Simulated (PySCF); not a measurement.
## Deuteron quadrupole couplings in N-methyleneaniline

Species: N-methyleneaniline, C7H7N.
Z-matrix (Å and degrees, PBE0-D3(BJ)/def2-SVP geometry), rows numbered from 1:
```
C 
N   1  1.2656
C   2  1.3996  1  120.22
C   3  1.4030  2  122.64  1    44.09
C   4  1.3928  3  120.21  2   179.01
C   5  1.3938  4  120.32  3     0.45
C   6  1.3960  5  119.65  4    -0.98
C   7  1.3903  6  120.32  5    -0.13
H   1  1.1074  2  123.61  3     3.03
H   1  1.0990  2  119.21  3  -177.53
H   4  1.0926  3  119.45  2     0.96
H   5  1.0929  4  119.58  3  -179.22
H   6  1.0923  5  120.16  4   179.96
H   7  1.0927  6  120.03  5  -179.34
H   8  1.0918  3  118.39  2     0.36
```

Level: PBE0/pcSseg-1 (PySCF, non-relativistic); Q(2H) = 0.00286 b; rigid geometry, the same for H and D, with no vibrational averaging.

Task: Rank these positions by the coupling χzz of a deuteron there, largest first.
A. H9 (hydrogen on a C=N carbon)
B. H10 (hydrogen on a C=N carbon)
C. H14 (aromatic hydrogen)

Result: C (204 kHz), B (194 kHz), A (183 kHz).

Task: Tabulate Vzz, the asymmetry η and χzz = 234.96 MHz × Q × Vzz for every hydrogen position.

Result: 
| atom | bonded to | bond length (Å) | Vzz (au) | η | χzz (kHz) |
| --- | --- | --- | --- | --- | --- |
| H9 | C1 | 1.107 | 0.2724 | 0.04 | 183 |
| H10 | C1 | 1.099 | 0.2889 | 0.03 | 194 |
| H11 | C4 | 1.093 | 0.3044 | 0.08 | 205 |
| H12 | C5 | 1.093 | 0.3036 | 0.06 | 204 |
| H13 | C6 | 1.092 | 0.3052 | 0.07 | 205 |
| H14 | C7 | 1.093 | 0.3037 | 0.06 | 204 |
| H15 | C8 | 1.092 | 0.3043 | 0.06 | 205 |

Isolated species at its PBE0-D3(BJ)/def2-SVP geometry (one conformer only). With so small a basis the couplings can be 20 % off.
